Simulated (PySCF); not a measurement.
## How methods differ on the ionisation energy of Fe⁺

Fe⁺ [Ar] 3d6 4s1 (6D) → Fe²⁺ [Ar] 3d6 (5D), as a difference of total energies. Calculation: PySCF 2.14, in dyall-av2z (16s12p7d2f, 101 functions); no relativity, point nucleus. Correlated levels: valence: [Ar] frozen; virtual orbitals above 40 to 60 times the deepest correlated orbital energy dropped. The calculations carry no spin-orbit coupling.

| method | ionisation energy (eV) |
| --- | --- |
| UHF | 15.119 |
| LDA | 16.859 |
| PBE | 16.612 |
| PBE0 | 16.289 |
| r2SCAN | 16.468 |
| r2SCAN0 | 16.242 |
| revPBE | 16.475 |
| PBEsol | 16.565 |
| M06 | 15.899 |
| MP2 (valence) | 15.644 |
| SCS-MP2 (valence) | 15.426 |

**Question.** How much does correlation contribute at MP2 (valence)?

**Answer.** 15.644 − (15.119) = 0.525 eV, measured against UHF.

These non-relativistic numbers lack the scalar-relativistic shift.

Errors of the correlated levels include the incompleteness of this basis and the frozen core.

For comparison: 16.199 eV (measured; NIST Atomic Spectra Database, ionization energies).
